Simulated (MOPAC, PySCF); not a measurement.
[Zr(F)(H)3], neutral singlet in the gas phase. 

Z-matrix (Å, degrees):
```
Zr
F 1 1.8851
H 1 1.8593 2 107.81
H 1 1.8595 3 111.01 2 118.02
H 1 1.8596 3 111.00 2 -118.06
```
Charge 0, spin multiplicity 1.

All levels are single points at this geometry (BP86-D3(BJ)/def2-SVP); Pople sets use spherical d functions. Orbital energies aren't observables, and empty levels follow the basis.

PBE-D3(BJ)/def2-TZVP in PySCF gives dipole (D) = 0.62.

Estimate the dipole (D) from each of these levels: B3LYP-D3(BJ)/def2-TZVP in PySCF; TPSSh-D3(BJ)/def2-TZVP in PySCF; B3LYP/6-31G* (LANL2DZ on Zr) in PySCF; B3LYP/LANL2DZ in PySCF; BP86/6-31G* (LANL2DZ on Zr) in PySCF; PBE/6-31G* (LANL2DZ on Zr) in PySCF; HF/6-31G* (LANL2DZ on Zr) in PySCF; PM7 in MOPAC.


| level | dipole (D) |
|---|---|
| B3LYP-D3(BJ)/def2-TZVP in PySCF | 0.76 |
| TPSSh-D3(BJ)/def2-TZVP in PySCF | 0.66 |
| B3LYP/6-31G* (LANL2DZ on Zr) in PySCF | 0.48 |
| B3LYP/LANL2DZ in PySCF | 1.04 |
| BP86/6-31G* (LANL2DZ on Zr) in PySCF | 0.29 |
| PBE/6-31G* (LANL2DZ on Zr) in PySCF | 0.30 |
| HF/6-31G* (LANL2DZ on Zr) in PySCF | 0.81 |
| PM7 in MOPAC | 2.75 |
